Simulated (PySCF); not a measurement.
trans-(1R,2R)-1-bromo-2-fluorocyclopropane (C3H4BrF), SMILES F[C@@H]1C[C@H]1Br. Atoms are numbered in the order given.

```xyz
9

F     -1.5162     2.2041     0.6799
C     -1.1468     1.1348    -0.0605
C     -1.7587    -0.1901     0.2471
C     -0.3251     0.0896     0.6010
Br     1.0995    -0.7594    -0.3398
H     -0.9332     1.3957    -1.1023
H     -2.4602    -0.2409     1.0844
H     -1.9750    -0.8606    -0.5884
H     -0.0857     0.2443     1.6556
```
Charge 0, spin multiplicity 1.

The structure is a stationary point at PBE0-D3(BJ)/def2-SVP.

Two levels are set side by side: PBE/pcSseg-1 (PySCF) and PBE0/pcSseg-1 (PySCF). GIAO shifts against CFCl3 (¹⁹F), TMS (¹H), TMS (¹³C) at the same level; non-relativistic, no solvent, atoms listed together averaged. Without spin–orbit terms, shifts of atoms bonded to Cl or Br come out too high at both levels. Differences are taken from unrounded values.

| quantity | PBE0 | PBE | PBE minus PBE0 |
|---|---|---|---|
| δ(¹⁹F) of F1 (ppm) | -228.5 | -243.4 | -14.9 |
| δ(¹³C) of C2 (ppm) | 77.1 | 80.9 | 3.8 |
| δ(¹³C) of C3 (ppm) | 21.4 | 22.6 | 1.2 |
| δ(¹³C) of C4 (ppm) | 31.9 | 34.5 | 2.6 |
| δ(¹H) of H6 (ppm) | 4.57 | 4.63 | 0.06 |
| δ(¹H) of H9 (ppm) | 3.14 | 3.14 | 0.00 |

Rough cost on one machine, each run with all the roots and properties that it gave: PBE0 against PBE within a factor of 2.
